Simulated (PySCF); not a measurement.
[TlH2]-: bending curve

Method: PBE0/[Tl def2-TZVPD with ECP60, H def2-TZVPD], scalar-relativistic core potentials, density fitting, no spin–orbit coupling, PySCF.

Rigid scan from the singlet minimum (Tl–H 1.950 Å (×2); H–Tl–H 92.2°). Coordinate: the H–Tl–H angle, bonds fixed. Energies in kJ/mol from the minimum.

| bond angle (°) | E (kJ/mol) | dipole size (D, about the centre of mass) |
| --- | --- | --- |
| 80 | 6.3 | 3.29 |
| 90 | 0.2 | 2.90 |
| 100 | 2.3 | 2.49 |
| 110 | 11.8 | 2.06 |
| 120 | 27.9 | 1.63 |
| 130 | 50.2 | 1.23 |
| 140 | 78.3 | 0.88 |
| 150 | 111.9 | 0.61 |
| 160 | 150.7 | 0.47 |
| 170 | 194.3 | 0.50 |

Spin–orbit coupling, left out here, can matter for elements this heavy.

Other isomers or separated fragments may lie lower.
